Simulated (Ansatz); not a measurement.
## Reading a saddle point

A first-order saddle point of AlSiH₇O₂, singlet, PBE0-D4/def2-TZVP, with one imaginary mode of 858i cm⁻¹:

```
atom    x (Å)    y (Å)    z (Å)
 Al1  -1.4478  -0.3156   0.5629
  O2  -0.2291  -1.2216   1.6087
  H3  -2.1091  -1.1969  -0.5737
  H4  -2.2433   0.7838   1.3847
  H5   0.4566  -0.4255   0.8606
  O6   0.2417   0.3130  -0.0040
 Si7   1.1772   0.6990  -1.3142
  H8  -0.1895  -1.0924   2.5571
  H9   0.3515   1.5130  -2.2371
 H10   2.3509   1.4783  -0.8498
 H11   1.6410  -0.5353  -1.9953
```

Program: Ansatz 0.2.0. Basis: def2-TZVPP and def2-QZVPP. Cores are frozen in the correlated methods. Extrapolation: Hartree–Fock as exp(−7.88 √X), correlation as X^−2.97.

Problem. Which contacts change along the imaginary mode, and what lies on either side? (A judgement: the text doesn't fix the answer.)

Solution. Computed: The step is AlH₃O ([OH][AlH2]) + SiH₄O ([OH][SiH3]) → AlSiH₅O ([AlH2][O][SiH3]) + H₂O (still joined by a long Al–O bond), with the molecules in contact on both sides. Shortening one way: Al1–O6, O2–H5; lengthening the same way: Al1–O2, H5–O6.
```
  pair  one side (Å)  saddle (Å)  other side (Å)
Al1–O6          1.98        1.89            1.73
 O2–H5          2.12        1.29            0.97
Al1–O2          1.74        1.84            2.00
 H5–O6          0.97        1.16            2.37
```

Problem. Which side is lower, and how far does the saddle lie above each? (An estimate is asked for; the value comes from the calculation.)

Solution. By the calculation: The side with Al1–O6, O2–H5 short is lower by 7.04 kcal/mol; the saddle lies 13.11 kcal/mol above it and 6.07 kcal/mol above the other (CCSD(T) at an estimated basis limit (MP2 extrapolated from triple and quadruple zeta, plus CCSD(T) − MP2 in triple zeta); electronic energies).

The T1 diagnostic stays at or below 0.012.

Labels in which every atom is bracketed show which atoms are joined, not bond orders.

For scale, one of the runs: CCSD(T)/def2-TZVPP, 244 basis functions, launched by `ansatz run in.yaml --threads 4 --pin off --events-out ev --progress --plain --max-ram 9574MiB`. Time: 100 s of wall clock on 4 CPU threads of an Arm Neoverse V1; the host was shared. Peak host memory: 4.6 GiB.
